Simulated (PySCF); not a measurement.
# Core-level binding energies of `C=C[C@H](F)[SiH3]`

C₃H₇FSi.
Numbering: `[CH2:1]=[CH:2][C@H:3]([F:4])[SiH3:5]`

Cartesian coordinates in Å at the PBE0-D3(BJ)/def2-SVP level; atoms count from 1:
```
atom  x, y, z in Å
C1    -1.667    0.657    0.855
C2    -0.915   -0.340    0.388
C3     0.106   -0.209   -0.688
F4     0.098   -1.337   -1.501
Si5    1.869   -0.046    0.045
H6    -2.349    0.507    1.696
H7    -1.624    1.662    0.422
H8    -0.976   -1.338    0.841
H9    -0.111    0.674   -1.318
H10    2.118   -1.200    0.957
H11    1.964    1.234    0.809
H12    2.875   -0.054   -1.058
```

Method used: delta-SCF UKS SCAN, pcX-2 on the ionised atom, pcseg-1 elsewhere, spin-free X2C in PySCF 2.14.0. These are vertical core ionisation energies against the vacuum level, from separate self-consistent calculations with and without the core hole.

Q: Give the core binding energies atom by atom.

A: 
```tsv
atom(s)	bonded to	level	binding energy (eV)	2p1/2 (eV)	above the level's lowest (eV)	count
Si5	C and 3 H	Si 2p3/2	106.89	107.51	0.00	1
C1	C (double bond) and 2 H	C 1s	290.48	–	0.00	1
C2	C (double bond), C and H	C 1s	290.95	–	+0.47	1
C3	F, C, H and Si	C 1s	292.63	–	+2.15	1
F4	C	F 1s	692.13	–	0.00	1
Si5	C and 3 H	Si 1s	1846.60	–	0.00	1
```

Lowest listed C 1s: C1, bonded to C (double bond) and 2 H. Highest, 2.15 eV above it: C3, bonded to F, C, H and Si. The widest gap between neighbouring values is 1.68 eV, between 290.95 and 292.63 eV.

Q: Which photon energy gives electrons from C 1s of C2 a kinetic energy of 200 eV, and what is their de Broglie wavelength?

A: hν = 290.95 + 200 = 490.95 eV, recoil neglected; λ = 12.264 Å/√(E/eV) = 0.87 Å.

For 2p shells one spin-free hole was relaxed; a mean-field spin–orbit operator and the ground-state splitting of the three 2p orbitals were then diagonalised within the shell. The shell's mean is (2 × 2p3/2 + 2p1/2)/3, and the degeneracies 2j + 1 give areas of 2:1. 2p1/2 minus 2p3/2 (ligand field included): Si 0.62 eV. One conformer (not necessarily the lowest) at the PBE0-D3(BJ)/def2-SVP geometry, without solvent, vibrations or thermal averaging.
